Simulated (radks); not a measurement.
Values are calculated unless marked as measured or tabulated.
Valence configurations of the neodymium ion Nd+ (all share [Xe]). Code: a radial shooting solver on a logarithmic mesh with Libxc functionals. Model: Dirac Kohn-Sham, PBE, spin-unpolarised, spherical densities, finite nucleus; open shells are shared between the two j in proportion to 2j + 1; Fermi nuclear charge, rms radius 4.9123 fm. Energies are relative to 4f4 6s1; eigenvalues in eV.

| valence | E (eV) | e(4f5/2) | e(4f7/2) | e(5d3/2) | e(5d5/2) | e(6p1/2) |
|---|---|---|---|---|---|---|
| 4f4 6s1 | 0.000 | -7.872 | -7.467 | - | - | - |
| 4f4 5d0.5 6s0.5 | 0.491 | -6.966 | -6.562 | -6.813 | -6.615 | - |
| 4f3.5 5d0.5 6s1 | 0.621 | -10.384 | -9.953 | -8.070 | -7.836 | - |
| 4f4 5d1 | 1.075 | -6.140 | -5.738 | -6.240 | -6.054 | - |
| 4f4.5 5d0.5 | 1.547 | -4.320 | -3.944 | -5.801 | -5.633 | - |
| 4f3.5 6s1 6p0.5 | 2.002 | -12.012 | -11.580 | - | - | -6.263 |
| 4f3 5d1 6s1 | 2.257 | -13.212 | -12.757 | -8.724 | -8.465 | - |
| 4f3 6s2 | 2.338 | -15.516 | -15.058 | - | - | - |
| 4f5 | 2.589 | -3.205 | -2.855 | - | - | - |
| 4f2 5d2 6s1 | 9.098 | -19.576 | -19.072 | -10.035 | -9.722 | - |

NIST lists [Xe] 4f4 6s1 as the ground configuration; this level of theory agrees among the configurations tried. The energies are those of spherical spin-averaged densities, not of single terms.
